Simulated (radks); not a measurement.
Results of a calculation; reference values are marked as such.
Q: These are the eigenvalues of the occupied orbitals of an atom or ion with whole-number occupations (eV). Code: a radial shooting solver on a logarithmic mesh with Libxc functionals. Model: Dirac Kohn-Sham, PBE, spin-unpolarised, spherical densities, finite nucleus; Fermi nuclear charge, rms radius of each element as measured or else 0.836 A^(1/3) + 0.57 fm.

| orbital | eigenvalue |
|---|---|
| 1s1/2 | -73734.90 |
| 2s1/2 | -12832.66 |
| 2p1/2 | -12288.97 |
| 2p3/2 | -10757.83 |
| 3s1/2 | -2985.818 |
| 3p1/2 | -2741.965 |
| 3p3/2 | -2408.070 |
| 3d3/2 | -1998.605 |
| 3d5/2 | -1926.276 |
| 4s1/2 | -629.7301 |
| 4p1/2 | -527.2762 |
| 4p3/2 | -448.8538 |
| 4d3/2 | -280.5214 |
| 4d5/2 | -265.9947 |
| 5s1/2 | -90.9396 |
| 5p1/2 | -59.3742 |
| 4f5/2 | -53.0052 |
| 4f7/2 | -50.2005 |
| 5p3/2 | -47.1686 |
| 5d3/2 | -6.7108 |
| 6s1/2 | -6.0878 |
| 5d5/2 | -5.6754 |

Which element is it, and in what charge state? The configuration may be excited. Open shells, if any, fill j = l - 1/2 first.

A: Z = 76, osmium, charge 0: Os in [Xe] 4f14 5d6 6s2. The list shows which subshells hold electrons but not how many an open one holds; the 1s level, -2709.7 hartree, gives Z - s = 73.6 by -(Z - s)^2/2, which with screening and relativity narrows Z to a few neighbours, and the depths of the outer levels then fix element, charge and occupations together.
